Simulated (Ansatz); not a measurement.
A run for Ansatz (an electronic-structure program): R-PBE0/def2-TZVPP on GeH3NO (SMILES [NH2][Ge][OH]), a point of a torsion scan.

Ansatz 0.2 input:
```yaml
crystal:
  periodic: [false, false, false]
  atoms:
    - {symbol: N, position_ang: [-1.04039881, -0.09255101, 0.16210552]}
    - {symbol: Ge, position_ang: [0.34598209, -1.08755183, 0.79069894]}
    - {symbol: O, position_ang: [1.61426198, -0.25103561, -0.18228337]}
    - {symbol: H, position_ang: [-1.98639899, -0.11610046, 0.50930377]}
    - {symbol: H, position_ang: [-0.93731614, 0.65892332, -0.50358536]}
    - {symbol: H, position_ang: [2.16903600, -0.69686803, -0.81393889]}
basis:
  gaussian:
    orbitals: def2-TZVPP
hamiltonian:
  xc: {name: PBE0}
scf: {lower_state_search: off}
```

The head of its log:

```
WARN ansatz: RAYON_NUM_THREADS=1 ignored (pool sized by the plan → 1); use --threads N
Functional definition: PBE0
these checks for a lower state are left out or cut short: stability, starts, cluster_reference, orbital_swaps, neighbouring_geometries, increment
integrals: 0.06 GiB planned
884 factors; their error is unknown
mean field: 0.57 GiB planned
mean field evaluation 1: about -60083.6338 eV, gradient 8.2e1 eV
mean field evaluation 2: about -60045.8830 eV, gradient 1.5e2 eV
```

**Question.** What total energy does the run end on?

**Answer.** -2208.4757 hartree.
